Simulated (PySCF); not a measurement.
1-bromo-3-chloropropa-1,2-diene (C3H2BrCl), SMILES ClC=C=CBr. Atoms are numbered in the order given.

```xyz
7

Cl    -2.9945     0.8002    -0.7057
C     -2.0003    -0.5454    -0.2022
C     -0.7127    -0.6103    -0.4266
C      0.5720    -0.6794    -0.6388
Br     1.8653    -0.0039     0.5948
H     -2.5576    -1.3309     0.3167
H      1.0240    -1.1236    -1.5295
```
Charge 0, spin multiplicity 1.

Geometry: B3LYP-D3(BJ)/def2-SVP.

Computed with PBE/def2-TZVP (PySCF).

Isolated molecule, no solvent.

Question: Estimate the frontier levels, gap, dipole moment and polarisability. (Estimate from the structure and the level; the computed values follow.)

Answer: 
The highest occupied level comes out as -6.54 eV. The lowest empty level is -2.36 eV. The orbital gap comes out as 4.19 eV, the dipole moment is 0.268 e·Å and the quadrupole, principal values (traceless, Buckingham form, about the centre of nuclear charge) is -4.91, 1.74, 3.17 D·Å. The mean static polarisability is 76.3 bohr³ (11.31 Å³) and the polarisability, principal values comes out as 48.9, 53.2, 126.9 bohr³.
